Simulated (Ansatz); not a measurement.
Consider the atomization: `C[O][In][SH]`• → C• + 4 H• + In• + O• + S•.

Computed with Ansatz on PBE0-D4/def2-TZVP structures; ΔE is electronic, products minus reactants. CCSD(T)/CBS adds triple-zeta CCSD(T) − MP2 to the extrapolated MP2 energy (def2 sets, frozen cores). This one scheme is used for every species, atoms too. Functionals use def2-TZVPP. B3LYP here is the variant with VWN-RPA as its local correlation; programs differ in this. HSE06 is defined as in plane-wave codes. No spin–orbit coupling; open shells (•) take unrestricted orbitals. Spin–orbit coupling would lower the free atoms: a little for C, O, S; strongly for In. Elements past krypton have def2 core potentials. For In outer-core shells are correlated without core-valence functions, so the limit isn't a true one: a few kJ/mol of doubt a bond, and 10 to 20 or more in all where bonds break to atoms. Each species was taken in one conformer, which may not be the lowest.

| level | ΔE (eV) |
| --- | --- |
| ωB97X-V | 26.26 |
| B3LYP | 25.82 |
| HSE06 | 26.04 |
| CAM-B3LYP | 26.02 |
| HF/def2-SVP | 18.11 |
| HF/def2-TZVPP | 18.11 |
| MP2/def2-TZVPP | 25.80 |
| MP2/CBS(def2) | 26.61 |

Question: What does CCSD(T)/CBS give? (Estimate.)

Answer: Ansatz gave: +26.24 eV. The listed levels differ from it by 0.02, -0.42, -0.20, -0.22, -8.13, -8.13, -0.44, 0.37 eV.

Largest T1 diagnostic among the species: 0.021.

From BLYP to BHLYP (50 % exact exchange), in def2-TZVPP and without D4, ΔE moves by −1.00 eV: exact exchange takes away binding that semilocal exchange gives to molecules. Leaving LDA and LC-ωPBE aside and taking each functional with its dispersion term where it has one, the values, not all of them listed here, spread over 1.74 eV, from BHLYP-D4 to PBE-D4. LDA lies +3.84 eV from PBE without D4, its usual overbinding. In def2-TZVPP, CCSD(T) changes the Hartree–Fock value by +7.31 eV (the triples alone add +0.51 eV) and MP2 by +7.68 eV; breaking electron pairs costs correlation energy, which Hartree–Fock lacks.

For atomizations the MP2-based limit and the directly extrapolated one differ by several kJ/mol either way, and by 10 to 25 for some Ge, Se and Sn compounds, so smaller differences from it don't rank the levels.
